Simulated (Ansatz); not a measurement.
Frontier orbitals of C₃H₇FSi, SMILES `C[C@@H]1C[Si@@H]1F`.

Total charge 0; spin multiplicity 1. Geometry: relaxed with PBE0-D4/def2-TZVP. Basis def2-TZVPP, Ansatz 0.2.0.

```csv
functional,HOMO (eV),LUMO (eV),gap (eV)
PBE,-5.75,-0.47,5.28
B97M-V,-6.02,-0.21,5.81
PBE0,-6.94,0.45,7.39
r2SCAN0,-7.07,0.74,7.81
LC-ωPBE,-9.61,2.65,12.26
ωB97M-V,-9.13,2.14,11.27
```

Against PBE, PBE0 changes HOMO and LUMO by −1.19 and +0.92 eV, ωB97M-V by −3.38 and +2.61 eV. A gap of 5.28 eV thus becomes 11.26 eV for the same molecule, so an orbital gap means little without its functional. A positive LUMO is unbound and depends on the basis.

LC-ωPBE has ω = 0.4 bohr⁻¹.
